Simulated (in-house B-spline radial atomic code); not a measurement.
**TDHF excitations of the aluminium ion Al³⁺**

Method: TDHF. Computed with an all-electron radial atomic-structure program (B-spline basis): linear response of the closed shell [He] 2s2 2p6 with bare exchange (time-dependent Hartree-Fock); scalar-relativistic (spin-free one-electron X2C), finite nucleus, no spin-orbit coupling, no double excitations, S, P, D and F terms only. Only terms of natural parity with L up to 3 were computed.

Command:
```bash
python run_td.py task.json out
```
Settings (radii: box in bohr, nucleus in fm):
```
Z                        13
electrons                10
configuration            [He] 2s2 2p6
hamiltonian              x2c
method                   hf
box_radius               23.08
rms_radius               3.061
intervals                74
```

Cost of the run: 0.5 s on 1 thread of Arm Neoverse N1 (shared host).

The lowest states, in the order of their Tamm-Dancoff energies; the method's threshold (minus the highest occupied level) is 121.69 eV. Labels give the largest channel, * marks a mixed state, and oscillator strengths are full-response dipole values. Energies in eV:

| state | full response | Tamm-Dancoff | oscillator strength |
| --- | --- | --- | --- |
| 2p → 3s 3P | 77.74 | 77.79 | - |
| 2p → 3s 1P | 78.83 | 78.85 | 0.248 |
| 2p → 3p 3S | 83.95 | 84.07 | - |
| 2p → 3p 3D | 85.61 | 85.66 | - |
| 2p → 3p 1D | 86.35 | 86.37 | - |
| 2p → 3p 1S | 90.27 | 90.63 | - |
| 2p → 3d 3P | 95.69 | 95.70 | - |
| 2p → 3d 3F | ? | ? | - |
| 2p → 3d 1F | ? | ? | - |
| 2p → 3d 1P | 97.18 | 97.24 | 0.788 |
| 2p → 4s 3P | 101.02 | 101.03 | - |
| 2p → 4s 1P | 101.32 | 101.33 | 0.0452 |
| 2p → 4p 3S | 103.21 | 103.24 | - |
| 2p → 4p 3D | 103.73 | 103.75 | - |
| 2p → 4p 1D | 103.96 | 103.97 | - |
| 2p → 4p 1S | 105.30 | 105.44 | - |

Task: Where does 2p → 3d 3F lie?

Result: At 96.03 eV in full response, 96.05 eV in Tamm-Dancoff.

Task: Where does 2p → 3d 1F lie?

Result: At 96.36 eV in full response, 96.37 eV in Tamm-Dancoff.

Task: How large is the singlet-triplet splitting of 2p → 3s (P terms) in Tamm-Dancoff?

Result: 1.06 eV, from the unrounded values.

Task: What polarisabilities and dispersion coefficient does the method give?

Result: Dipole 0.2649 bohr³, quadrupole 0.2157 bohr⁵, C6 0.2438 hartree·bohr⁶ for two such species.
